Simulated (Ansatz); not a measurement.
Reaction (ligand exchange at the Al–Br bond): `[SH][Al]([SH])[Br]` + NH₃ → `[NH2][Al]([SH])[SH]` + HBr

Computed with Ansatz on PBE0-D4/def2-TZVP structures; ΔE is electronic, products minus reactants. CCSD(T)/CBS is the MP2 limit (def2-TZVPP, def2-QZVPP) plus CCSD(T) − MP2 in def2-TZVPP, frozen cores. This one scheme is used for every species. Functionals use def2-TZVPP. For Br outer-core shells are correlated without core-valence functions, which leaves a few kJ/mol of doubt a bond. Scalar relativity is left out up to krypton. One conformer a species, not always the lowest.

```
        level  ΔE (kJ/mol)
   r2SCAN0-D4         76.2
HF/def2-QZVPP         75.5
```

Question: What does CCSD(T)/CBS give? (Best estimate.)

Answer: Ansatz gave: +75.5 kJ/mol. The listed levels differ from it by 0.7, 0.0 kJ/mol.

Largest T1 diagnostic among the species: 0.011.

At CCSD(T), def2-SVP lies −5.0 kJ/mol from the extrapolated value and def2-TZVPP −4.3 kJ/mol. Leaving LDA and LC-ωPBE aside and taking each functional with its dispersion term where it has one, the values, not all of them listed here, spread over 11.6 kJ/mol, from CAM-B3LYP-D4 to HSE06-D4. LDA lies −7.6 kJ/mol from PBE without D4. From BLYP to BHLYP (50 % exact exchange), in def2-TZVPP and without D4, ΔE moves by +4.6 kJ/mol.
